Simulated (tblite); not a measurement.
Compound: C₄H₁₃NSi₂.
Geometry (GFN2-xTB, Å), atoms numbered from 1 in this order:
```xyz
20
C4H13NSi2 angstrom
Si     2.864    0.362   -0.488
N      2.012   -1.138   -0.310
Si     0.312   -1.474   -0.286
C     -0.573   -0.067    0.615
C     -0.760    1.222   -0.209
C     -2.237    0.861   -0.408
C     -2.104   -0.224    0.667
H      2.597    0.986   -1.791
H      2.436    1.260    0.583
H      4.283    0.020   -0.376
H      2.575   -1.955   -0.477
H     -0.226   -1.606   -1.649
H      0.145   -2.742    0.435
H     -0.119    0.103    1.592
H     -0.623    2.127    0.381
H     -0.163    1.307   -1.116
H     -2.956    1.653   -0.205
H     -2.438    0.448   -1.395
H     -2.533    0.073    1.624
H     -2.497   -1.205    0.403
```

Computed values, GFN2-xTB/tblite, gas phase, harmonic and unscaled. Against measured fundamentals such values can be off by several per cent, at times by over 20. Modes of hydrogen on silicon can be 10 to 20 % off. One conformer, not necessarily the lowest.

Harmonic wavenumbers (cm⁻¹): 43.8, 59.4, 83.2, 108.3, 118.1, 197.4, 270.9, 291.3, 330.3, 497.5, 566.1, 577.5, 590.0, 658.9, 684.6, 715.7, 762.1, 771.4, 792.7, 803.7, 821.9, 827.5, 849.9, 992.0, 1003.8, 1004.8, 1041.6, 1049.9, 1062.5, 1107.2, 1179.0, 1189.3, 1205.5, 1224.5, 1248.8, 1264.9, 1265.9, 1266.3, 1478.4, 1488.3, 1502.9, 2173.8, 2197.9, 2219.2, 2243.7, 2263.6, 2953.9, 2978.3, 2982.2, 2997.2, 3000.4, 3003.5, 3012.2, 3484.5.

A = 3243, B = 1012, C = 840.7 MHz; mass 131.059 u (most abundant isotopes); point group C1, symmetry number 1.

Zero-point energy?

Half the sum of the wavenumbers: 34254 cm⁻¹ = 409.77 kJ/mol.

Entropy at 298.15 K, 1 bar (ideal gas, RRHO, classical rotation)?

Translation 169.66, rotation 121.94, vibration 132.71: S = 424.3 J/(mol K).

And Cp and H(298.15 K) − H(0)?

Cp = 168.72 J/(mol K), of which vibrations give 135.46 (their classical limit is 54 R = 449.0); H(298.15 K) − H(0) = 30.11 kJ/mol without the zero-point energy, 20.20 from vibrations.

How do the functions run with temperature in this model?

| T (K) | S (J/(mol K)) | Cp (J/(mol K)) | H − H(0) (kJ/mol) | G − H(0) (kJ/mol) | ln q(vib) |
| --- | --- | --- | --- | --- | --- |
| 100 | 299.0 | 81.9 | 5.85 | -24.05 | 2.22 |
| 200 | 367.2 | 121.2 | 15.91 | -57.52 | 5.12 |
| 300 | 425.4 | 169.6 | 30.42 | -97.18 | 7.87 |
| 500 | 533.0 | 254.2 | 73.30 | -193.21 | 13.34 |
| 800 | 671.3 | 333.1 | 162.49 | -374.56 | 21.29 |
| 1000 | 749.5 | 366.9 | 232.67 | -516.80 | 26.24 |

q(vib) and H(0) count from the zero-point level.

What must be added to the electronic energy to get the Gibbs energy at 298.15 K and 1 bar?

ZPE + [H(298.15 K) − H(0)] − T·S = 409.77 + 30.11 − 126.51 = 313.37 kJ/mol.

Which modes carry the vibrational entropy at 298.15 K?

43.8 cm⁻¹: 21.25; 59.4 cm⁻¹: 18.73; 83.2 cm⁻¹: 15.96; 108.3 cm⁻¹: 13.80; 118.1 cm⁻¹: 13.10; 197.4 cm⁻¹: 9.03 J/(mol K); the other 48 give 40.84 together.

Hindered rotation and anharmonicity are outside this model. Other conformers, if any are populated, would add a mixing term that is left out. The structure is chiral; the term R ln 2 for an equal mix with its mirror image is left out.

Hardware: an Intel Xeon Platinum 8488C with one thread, shared host with 96 logical CPUs at a one-minute load of 50. Cost: 0.92 s wall. This covers the Hessian and the dipole derivatives.
